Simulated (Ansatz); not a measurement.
`[CH3][Sn]([F])([F])[F]` + HCl → `[F][Sn]([F])([F])[Cl]` + CH₄ at 700 K and 1 bar (ligand exchange at the Sn–C bond).

Computed with Ansatz on PBE0-D4/def2-TZVP structures; ΔE is electronic, products minus reactants. CBS: MP2 limit from def2 TZ/QZ plus the TZ coupled-cluster correction, frozen cores. This one scheme is used for every species. Elements past krypton have def2 core potentials. For Sn outer-core shells are correlated without core-valence functions, which leaves a few kJ/mol of doubt a bond.

| species | CCSD(T)/CBS energy (Eh) | H − E (kJ/mol) | S (J/(mol·K)) |
| --- | --- | --- | --- |
| `[CH3][Sn]([F])([F])[F]` | -553.37465 | 183.7 | 472.3 |
| HCl | -460.38127 | 38.4 | 211.8 |
| `[F][Sn]([F])([F])[Cl]` | -973.31691 | 79.0 | 430.5 |
| CH₄ | -40.46206 | 145.9 | 224.0 |

H − E and S are ideal-gas, rigid-rotor, harmonic terms from PBE0-D4/def2-TZVP. 1 Eh = 2625.50 kJ/mol, R = 8.31446 J/(mol·K).

Problem. By hand: ΔE, ΔH, ΔS and ΔG.

Solution. ΔE = (-973.31691) + (-40.46206) − (-553.37465) − (-460.38127) = -0.02305 Eh = -60.5 kJ/mol. Δ(H − E) = 79.0 + 145.9 − 183.7 − 38.4 = 2.8, so ΔH = -57.7 kJ/mol. ΔS = 430.5 + 224.0 − 472.3 − 211.8 = -29.6 J/(mol·K). ΔG = -57.7 − 700 × (-29.6)/1000 = -37.0 kJ/mol.

Problem. By hand: the equilibrium constant, and the temperature at which ΔG would vanish if ΔH and ΔS stayed fixed.

Solution. log₁₀ K = −ΔG/(RT ln 10) = 2.8. ΔG = 0 at ΔH/ΔS = 1949 K.

TΔS isn't small against ΔH here. A doubt of 5 kJ/mol in ΔE shifts log₁₀ K by 0.4 here. Modes under 60 cm⁻¹, often nearly free rotors, make the harmonic entropy too high. These are equilibria of isolated gas molecules and say nothing of rates. Largest T1 diagnostic: 0.014 (customary marks: 0.02 for closed shells, 0.045 for open ones).
